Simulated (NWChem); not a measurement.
# BF

```xyz
2

B      0.0000     0.0000    -0.8151
F      0.0000     0.0000     0.4596
```
Atoms are numbered in this order, from 1.

Level: PBE-D3(BJ)/def2-SVP (NWChem), optimised geometry, unscaled harmonic frequencies. 

### Question
List the harmonic frequencies with IR intensities, and the thermochemistry.

### Answer
```
frequency (cm⁻¹)  IR intensity (km/mol)
----------------  ---------------------
1373                              124.0
```

- zero-point energy: 2.0 kcal/mol
- thermal correction to the enthalpy at 298.15 K (with zero-point energy): 4.0 kcal/mol
- heat capacity Cv: 5.1 cal/(mol K)
- entropy at 298.15 K and 1 atm (symmetry number 1): 47.9 cal/(mol K)
- dipole moment: 1.27 D

Rigid rotor and harmonic oscillator.
